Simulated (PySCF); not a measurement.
First SCF of a structure search on triplet MoHF, at a hand-made linear geometry. PySCF input:

```python
from pyscf import gto, scf, dft
mol = gto.M(atom='''
Mo     0.000000     0.000000     0.000000
H      0.000000     0.000000    -1.700000
F      0.000000     0.000000     2.020000''',
    basis={'Mo': 'def2-TZVP', 'H': 'def2-TZVP', 'F': 'def2-TZVP'},
    ecp={'Mo': 'def2-TZVP'},
    charge=0, spin=2)
mf = dft.UKS(mol, xc='PBE0')
mf.grids.atom_grid = (50, 194)
aux = {'Mo': 'def2-universal-JKFIT', 'H': 'def2-universal-JKFIT', 'F': 'def2-universal-JKFIT'}
mf = mf.density_fit(auxbasis=aux)
mf.conv_tol = 1e-08
mf.diis_space = 10
mf.max_cycle = 60
mf.init_guess = 'minao'
mf.verbose = 4
mf.kernel()
```

Excerpt of the output (cycles alone):

```
init E= -161.905626544808
cycle= 1 E= -168.246344389421  delta_E= -6.34  |g|= 0.618  |ddm|= 2.52
cycle= 2 E= -166.651505942395  delta_E= 1.59  |g|= 2.04  |ddm|= 1.85
cycle= 3 E= -168.3766729572  delta_E= -1.73  |g|= 0.235  |ddm|= 1.73
cycle= 4 E= -168.396782000333  delta_E= -0.0201  |g|= 0.13  |ddm|= 0.291
cycle= 5 E= -168.404084252608  delta_E= -0.0073  |g|= 0.0324  |ddm|= 0.106
cycle= 6 E= -168.404575645512  delta_E= -0.000491  |g|= 0.00936  |ddm|= 0.0263
cycle= 7 E= -168.404662589873  delta_E= -8.69e-05  |g|= 0.00269  |ddm|= 0.0199
cycle= 8 E= -168.404683604965  delta_E= -2.1e-05  |g|= 0.001  |ddm|= 0.0112
cycle= 9 E= -168.404692160047  delta_E= -8.56e-06  |g|= 0.000655  |ddm|= 0.00701
cycle= 10 E= -168.40469831049  delta_E= -6.15e-06  |g|= 0.000648  |ddm|= 0.00491
cycle= 11 E= -168.404698692077  delta_E= -3.82e-07  |g|= 0.00065  |ddm|= 0.000295
cycle= 12 E= -168.404674810792  delta_E= 2.39e-05  |g|= 0.000449  |ddm|= 0.0228
cycle= 13 E= -168.404659577471  delta_E= 1.52e-05  |g|= 0.000228  |ddm|= 0.0314
cycle= 14 E= -168.404659088915  delta_E= 4.89e-07  |g|= 0.000107  |ddm|= 0.00434
cycle= 15 E= -168.404658933698  delta_E= 1.55e-07  |g|= 1.32e-05  |ddm|= 0.00436
cycle= 16 E= -168.404658934651  delta_E= -9.53e-10  |g|= 8.17e-06  |ddm|= 7.33e-05
Extra cycle  E= -168.404658934901  delta_E= -2.49e-10  |g|= 6.91e-06  |ddm|= 3.18e-05
converged SCF energy = -168.404658934901  <S^2> = 2.0109091  2S+1 = 3.0072639
```

This is not the lowest solution: another start and a stability analysis within the same unrestricted form found one 184.2 kJ/mol lower, at -168.47481 Eh.

With open d or f shells other occupations or spin states may lie lower.

The search for the lowest solution, 3 starts and the stability check together, took 11 s on 2 threads of a shared Arm Neoverse V2 host, with 77 basis functions; the process peaked at 0.39 GiB.
